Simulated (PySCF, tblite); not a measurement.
C4H7F3O2P (charge -1).
Geometry (PBE0-D3(BJ)/def2-SVP, Å), atoms numbered from 1 in this order:
```
atom  x, y, z in Å
C1    -2.8138    0.0873    0.2296
P2    -1.2748   -0.8993   -0.0228
O3    -1.2628   -1.4183   -1.4445
O4    -1.0724   -1.7951    1.1809
C5     0.0590    0.4044    0.0689
C6     1.3684   -0.3167   -0.1873
C7     2.5921    0.5367   -0.1098
F8     2.5835    1.5424   -1.0035
F9     2.7574    1.1058    1.0979
F10    3.7165   -0.1668   -0.3488
H11   -2.8243    0.5622    1.2232
H12   -3.6596   -0.6156    0.1697
H13   -2.9366    0.8490   -0.5562
H14   -0.1112    1.1866   -0.6890
H15    0.0615    0.8674    1.0690
H16    1.4716   -1.1349    0.5437
H17    1.3335   -0.7834   -1.1845
```

Jobs on this species (17 atoms, 90 electrons) with PySCF (density fitting) and tblite. Hardware of each: Arm Neoverse V2, one thread (shared host). The host was shared with other jobs, so the times are rough.

Question: Rank these jobs by wall time, shortest first.
A. PBE0/def2-SVPD; 10 singlets by full TDDFT, 4 Tamm–Dancoff triplets, polarisability, ΔSCF ions; 275 basis functions
B. KT2/pcSseg-1; shieldings; 212 basis functions
C. GFN2-xTB; Hessian by finite differences
D. PBE0-D3(BJ)/def2-SVP, grid level 1; geometry optimisation from a GFN2-xTB start shaken at random; 179 basis functions

Answer: C (0.56 s), B (47 s), D (2.5 min), A (6.6 min).

All jobs:

| level and settings | work | basis functions | SCF cycles | wall time |
| --- | --- | --- | --- | --- |
| GFN2-xTB | Hessian by finite differences | – | – | 0.56 s |
| PBE0/pcSseg-1, IEF-PCM chloroform | shieldings | 212 | 14 | 38 s |
| PBE0/pcSseg-1, IEF-PCM benzene | shieldings, charges and field gradients | 212 | 14 | 39 s |
| PBE0/pcSseg-1 | shieldings, charges and field gradients | 212 | 14 | 42 s |
| KT2/pcSseg-1 | shieldings | 212 | 18 | 47 s |
| PBE0-D3(BJ)/def2-SVP, grid level 1 | geometry optimisation from a GFN2-xTB start shaken at random | 179 | 58 | 2.5 min |
| PBE0/def2-SVPD | 10 singlets by full TDDFT, 4 Tamm–Dancoff triplets, polarisability, ΔSCF ions | 275 | 14 | 6.6 min |

Q: What do all jobs in the table cost together?

A: About 12 min; the longest takes about 56 % of that, and about 710 times as long as the shortest.
